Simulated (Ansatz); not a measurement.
A first, cheap relaxation of C3H9PSi (`P[SiH2]C1CC1`).

```yaml
crystal:
  periodic: [false, false, false]
  atoms:
    - {symbol: P, position_ang: [-2.281100, 1.180100, 1.003000]}
    - {symbol: Si, position_ang: [-0.372600, 0.261500, 1.379800]}
    - {symbol: C, position_ang: [0.558900, 0.268200, -0.242100]}
    - {symbol: C, position_ang: [0.353000, -0.757900, -1.280500]}
    - {symbol: C, position_ang: [1.569500, -0.853700, -0.523000]}
    - {symbol: H, position_ang: [-1.838300, 2.376000, 0.305500]}
    - {symbol: H, position_ang: [-2.621200, 0.503400, -0.176800]}
    - {symbol: H, position_ang: [-0.566000, -1.105800, 1.844300]}
    - {symbol: H, position_ang: [0.356900, 1.055700, 2.460500]}
    - {symbol: H, position_ang: [0.861100, 1.261100, -0.546800]}
    - {symbol: H, position_ang: [0.321200, -0.467700, -2.297600]}
    - {symbol: H, position_ang: [-0.447300, -1.526300, -1.070300]}
    - {symbol: H, position_ang: [1.633100, -1.636900, 0.184200]}
    - {symbol: H, position_ang: [2.459800, -0.586900, -1.011400]}
basis:
  gaussian: {orbitals: def2-SVP}
hamiltonian: {xc: pbe, dispersion: d4}
relax: {f_tol: 0.03, max_steps: 200}
```

```sh
$ ansatz run in.yaml --threads 4 --pin off --events-out ev --progress --plain --max-ram 10444MiB
```

Shortened log:

```
Functional definition: PBE
mean field -20402.15943793 eV, -749.7655302636 hartree, gradient 6.0e-5 eV, S^2 0.000000; 0 other end points of the search recorded, 0 dependent functions left out
relax step   1: F+E_penalty+E_count = -20402.49866431 eV  Δ(F+E_penalty+E_count) = +0.000e0 eV  max|allowed force component| = 3.042e0 eV/Å  Δτ_max = 0.0000 Å  (27 SCF iters, accepted)
mean field -20402.62726195 eV, -749.7827224791 hartree, gradient 8.3e-6 eV, S^2 0.000000; 0 other end points of the search recorded, 0 dependent functions left out
relax step   2: F+E_penalty+E_count = -20402.95788353 eV  Δ(F+E_penalty+E_count) = -4.592e-1 eV  max|allowed force component| = 1.275e0 eV/Å  Δτ_max = 0.1947 Å  (29 SCF iters, accepted)
mean field -20402.62655592 eV, -749.7826965331 hartree, gradient 2.6e-5 eV, S^2 0.000000; 0 other end points of the search recorded, 0 dependent functions left out
relax step   3: F+E_penalty+E_count = -20402.95603401 eV  Δ(F+E_penalty+E_count) = +1.850e-3 eV  max|allowed force component| = 4.728e-1 eV/Å  Δτ_max = 0.1280 Å  (29 SCF iters, rejected (line search))
mean field -20402.69370831 eV, -749.7851643380 hartree, gradient 2.7e-5 eV, S^2 0.000000; 0 other end points of the search recorded, 0 dependent functions left out
relax step   4: F+E_penalty+E_count = -20403.02317332 eV  Δ(F+E_penalty+E_count) = -6.529e-2 eV  max|allowed force component| = 1.671e-1 eV/Å  Δτ_max = 0.0525 Å  (29 SCF iters, accepted)
mean field -20402.69805110 eV, -749.7853239326 hartree, gradient 2.7e-5 eV, S^2 0.000000; 0 other end points of the search recorded, 0 dependent functions left out
relax step   5: F+E_penalty+E_count = -20403.02651147 eV  Δ(F+E_penalty+E_count) = -3.338e-3 eV  max|allowed force component| = 6.852e-2 eV/Å  Δτ_max = 0.0586 Å  (28 SCF iters, accepted)
mean field -20402.69920317 eV, -749.7853662705 hartree, gradient 2.7e-5 eV, S^2 0.000000; 0 other end points of the search recorded, 0 dependent functions left out
relax step   6: F+E_penalty+E_count = -20403.02730586 eV  Δ(F+E_penalty+E_count) = -7.944e-4 eV  max|allowed force component| = 2.308e-2 eV/Å  Δτ_max = 0.0212 Å  (30 SCF iters, accepted)
mean field -20402.69920317 eV, -749.7853662704 hartree, gradient 4.1e-5 eV, S^2 0.000000; 1 other end points of the search recorded, 0 dependent functions left out
Total energy: -20403.02734467 eV, -749.7974252479 hartree
Atom 0 at    -2.443667     1.266905     1.108336 Å, force     0.012912    -0.003432    -0.002830 eV/Å
Atom 1 at    -0.386753     0.299806     1.337138 Å, force    -0.003401    -0.019585    -0.010609 eV/Å
Atom 2 at     0.617153     0.256599    -0.247799 Å, force    -0.002651    -0.007160     0.002810 eV/Å
Atom 3 at     0.331963    -0.805246    -1.299370 Å, force     0.008040     0.023076    -0.011691 eV/Å
Atom 4 at     1.613049    -0.863559    -0.514101 Å, force     0.001460     0.004094     0.013720 eV/Å
Atom 5 at    -1.894653     2.407483     0.415408 Å, force    -0.007106     0.006401     0.005003 eV/Å
Atom 6 at    -2.693482     0.559660    -0.124506 Å, force    -0.008320     0.002254     0.002563 eV/Å
Atom 7 at    -0.609703    -1.122376     1.788624 Å, force    -0.001662     0.002928     0.005321 eV/Å
Atom 8 at     0.339705     1.041873     2.428792 Å, force    -0.002737     0.004402     0.005791 eV/Å
Atom 9 at     0.901889     1.249672    -0.639334 Å, force    -0.002205    -0.012534    -0.013733 eV/Å
Atom 10 at     0.377950    -0.501661    -2.357058 Å, force     0.000737    -0.003023    -0.008121 eV/Å
Atom 11 at    -0.442742    -1.561917    -1.088263 Å, force    -0.001895     0.010244     0.010144 eV/Å
Atom 12 at     1.721944    -1.658487     0.242019 Å, force     0.007954    -0.000888     0.006087 eV/Å
Atom 13 at     2.554347    -0.597952    -1.021085 Å, force    -0.001127    -0.006778    -0.004455 eV/Å
Dipole moment:     0.231688    -0.033473    -0.294807 e Å
```

Hardware: 4 threads of an Arm Neoverse V1 on a shared host. Wall time 10 s, peak host memory 0.18 GiB.
